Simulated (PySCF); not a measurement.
Cd(H)(OMe) (CH4CdO), SMILES C[O][CdH].

The structure is a stationary point at PBE0-D3(BJ)/def2-TZVP. The def2 effective core potentials stand for the cores of Cd; spin–orbit coupling is left out.

Method: TDA-CAM-B3LYP/def2-SVPD in PySCF.

Vertical excitations. Gas-phase values at a fixed geometry. State labels are in the subgroup Cs.

Computed excitation energies, oscillator strengths and character:
```
state  symmetry  energy (eV)  λ (nm)      f                                              main pairs
-----  --------  -----------  ------  -----  ------------------------------------------------------
S1           A"         5.13     242  0.003                        HOMO→LUMO 75 %, HOMO→LUMO+2 22 %
S2           A'         5.57     223  0.006  HOMO→LUMO+1 52 %, HOMO−1→LUMO 35 %, HOMO−1→LUMO+2 10 %
S3           A"         5.62     221  0.007                        HOMO→LUMO+2 75 %, HOMO→LUMO 22 %
S4           A"         5.89     210  0.000                                      HOMO−1→LUMO+1 97 %
S5           A'         5.95     208  0.008                    HOMO−1→LUMO+2 59 %, HOMO−1→LUMO 36 %
S6           A'         6.18     201  0.141  HOMO→LUMO+1 41 %, HOMO−1→LUMO+2 26 %, HOMO−1→LUMO 25 %
S7           A"         7.49     166  0.005                                        HOMO→LUMO+3 95 %
S8           A'         7.72     161  0.235                    HOMO−2→LUMO 76 %, HOMO−1→LUMO+3 13 %
S9           A"         7.90     157  0.330                                      HOMO−2→LUMO+1 96 %
S10          A'         7.94     156  0.082                    HOMO−1→LUMO+3 77 %, HOMO−2→LUMO 16 %
T1           A"         4.82     257      0                        HOMO→LUMO 50 %, HOMO→LUMO+2 44 %
T2           A'         5.04     246      0                    HOMO−1→LUMO 51 %, HOMO−1→LUMO+2 39 %
T3           A'         5.37     231      0                                        HOMO→LUMO+1 92 %
T4           A"         5.47     227      0                        HOMO→LUMO+2 50 %, HOMO→LUMO 46 %
```
Triplets are in the Tamm–Dancoff approximation.
